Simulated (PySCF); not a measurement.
C₈H₁₀N₂.
SMILES with atom numbers: `[H]/[N:3]=[C:2](\[CH3:1])[CH2:4][c:5]1[cH:6][cH:7][cH:8][n:9][cH:10]1`

Probes without a nucleus sit at each ring's centroid and 1 Å off its mean plane on both sides; NICS is minus the shielding there, NICSzz its component along the normal. Level: GIAO PBE0/pcSseg-1 (PySCF, non-relativistic, gas phase) on the GFN2-xTB geometry, one conformer.

Ring bond lengths (Å), with Mayer bond orders in brackets: C5–C6 1.389 (1.40), C6–C7 1.386 (1.43), C7–C8 1.386 (1.40), C8–N9 1.323 (1.47), N9–C10 1.319 (1.49), C10–C5 1.393 (1.36).

Task: Give the NICS values of each ring in ppm.

Result: 
```
              ring                                               type  NICS(0)  NICS(1), two faces  NICS(1)zz, two faces  rms pucker (Å)  centre to ring atoms, mean (Å)
C5–C6–C7–C8–N9–C10  6-membered ring with N; formal bonds all aromatic     -7.2       -11.1 / -11.1         -28.2 / -28.5            0.00                            1.37
```

Task: What can be read from them?

Result: 
- C5–C6–C7–C8–N9–C10: mean NICS(1)zz -28.4 ppm, shielded. The ring is flat and has no four-coordinate atom; by the NICS criterion it is aromatic.

Task: What does the geometric index give? HOMA = 1 − mean of α(R − Ropt)² over the ring bonds, with Krygowski's 1993 parameters (CC: Ropt 1.388 Å, α 257.7 Å⁻²; CN: Ropt 1.334 Å, α 93.52 Å⁻²).

Result: 
- C5–C6–C7–C8–N9–C10: HOMA 0.99; the largest term is that of N9–C10, α(R − Ropt)² = 0.02. The geometric and the magnetic index point the same way.

Task: At the second NICS(1) probe listed for ring C5–C6–C7–C8–N9–C10, 1 Å off the ring, how large is the induced field along the normal in 1 T applied along it?

Result: NICSzz × B0 = -28.5 ppm × 1 T = -28 μT, against the applied field.

Task: List the ring angles and the Hirshfeld charges of the ring atoms.

Result: 
- C5–C6–C7–C8–N9–C10: C5 117.4° (+0.005 e), C6 119.2° (-0.037 e), C7 118.3° (-0.054 e), C8 123.1° (+0.011 e), N9 118.3° (-0.163 e), C10 123.8° (+0.015 e); sum 720.0° against 720° for a flat convex ring.

The values belong to the conformer `[H]/[N:3]=[C:2](\[CH3:1])[CH2:4][c:5]1[cH:6][cH:7][cH:8][n:9][cH:10]1`: C1–C2–C4–C5 -69°, C2–C4–C5–C6 114°.
